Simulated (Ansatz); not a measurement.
System: H₃SiO₃, charge 0, doublet. H3SiO3 (SMILES O[Si](O)O, doublet).
B3LYP-D3(BJ)/def2-TZVP minimum from Ansatz (a program for electronic structure):
```
Si
O 1 1.6473
H 2 0.9618 1 117.64
O 1 1.6473 2 108.18 3 59.51
H 4 0.9618 1 117.64 2 176.49
O 1 1.6473 2 108.18 3 176.49
H 6 0.9618 1 117.64 2 59.51
```
Charge 0, spin multiplicity 2.

Hartree-Fock and CCSD correlation energies in hartree (Ansatz). UHF or UKS for unpaired electrons; spin-orbit terms are left out. Cores are frozen in correlated methods. No relativity.

```tsv
basis	X	E(HF)	E(corr, CCSD)
cc-pV(T+d)Z	3	-515.49748	-0.83086
cc-pV(Q+d)Z	4	-515.52245	-0.89081
cc-pV(5+d)Z	5	-515.52822	withheld
```

Fit E(corr) = E∞ + A/X³ to X = 3 and 4, predict X = 5, and compare with the run.

A = (-0.83086 - (-0.89081))/(1/27 - 1/64) = 2.7998; E∞ = -0.89081 - A/64 = -0.93456; at X = 5, E∞ + A/125 = -0.91216. The run gave -0.91218, 0.02 mEh below the prediction. The same form on X = 4 and 5 gives E∞ = -0.93460, 0.04 mEh below the first estimate.
